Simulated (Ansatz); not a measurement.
Z-matrix (Å, degrees):
```
B
B 1 2.154
C 1 1.457 2 46.3
H 1 1.195 2 110.5 3 111.2
H 1 1.195 2 110.5 3 -111.2
C 2 1.444 1 95.2 3 0.0
H 2 1.178 1 110.1 3 -180.0
H 6 1.078 2 155.8 1 -180.0
```

The species carries charge 0 and has multiplicity 1.

(1) List the CAM-B3LYP/def2-TZVPP orbital energies in eV (the Gaussian-basis code of Ansatz). (An estimate is asked.)

Results:

(1) The calculation gave: Occupied: -279.92, -279.81, -186.39, -185.28, -25.65, -18.78, -16.11, -15.02, -12.75, -12.54, -12.05, -10.11, -9.28. Lowest empty: 0.38, 1.00, 1.09, 2.05, 2.51, 2.92, 3.36, 3.60.
